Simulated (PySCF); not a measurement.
Species: ZrI₄ (singlet state).
Bonds: Zr1–I2, Zr1–I3, Zr1–I4, Zr1–I5.

Computed by this run: PBE0-D3(BJ)/def2-SVP geometry optimisation, gas phase, def2 core potentials past Kr (PySCF 2.14.0); density fitting, grid level 1; the optimiser is geomeTRIC in internal coordinates, started from a GFN2-xTB structure with every atom displaced at random (about 0.03 Å).

Step 0: E = -33692.4424 eV
```
atom  x, y, z in Å  |  force x, y, z in eV/Å
Zr1     0.0622   -0.0802    0.0150   -1.066   0.482  -0.082
I2     -0.0061   -0.0275    2.7872    0.063  -0.053  -1.022
I3      2.5676    0.0059   -0.9671   -0.301  -0.072   0.181
I4     -1.2208    2.2864   -0.9219    0.679  -1.278   0.496
I5     -1.3282   -2.2951   -0.9753    0.626   0.921   0.426
```

Question: Estimate the geometry and energy of step 1. (The exact step hangs on the optimiser's Hessian estimate; all steps are aligned on step 0, rigid shifts and turns removed.)

Answer: E = -33692.7268 eV, largest force 0.353 eV/Å
```
atom  x, y, z in Å  |  force x, y, z in eV/Å
Zr1     0.0326   -0.0592    0.0086   -0.255   0.224  -0.096
I2     -0.0134   -0.0282    2.6782    0.019  -0.029   0.104
I3      2.5157   -0.0012   -0.9433    0.225  -0.044  -0.036
I4     -1.1794    2.1679   -0.8742    0.025  -0.090   0.035
I5     -1.2806   -2.1898   -0.9314   -0.014  -0.061  -0.007
```

The energy changes by -0.2844 eV. The first-order estimate −F·Δx gives -0.5224 eV and the mean of the old and new forces, exact on a quadratic surface, -0.2588 eV. The step makes an angle of 22° with the force vector and moves no atom by more than 0.134 Å.

The cost below is that of the whole optimisation. Time: 3.6 min wall; peak memory 0.64 GiB. Hardware: one thread of an Intel Xeon Platinum 8259CL at 2.50 GHz, no GPU, shared host with 96 logical CPUs at a one-minute load of 54.
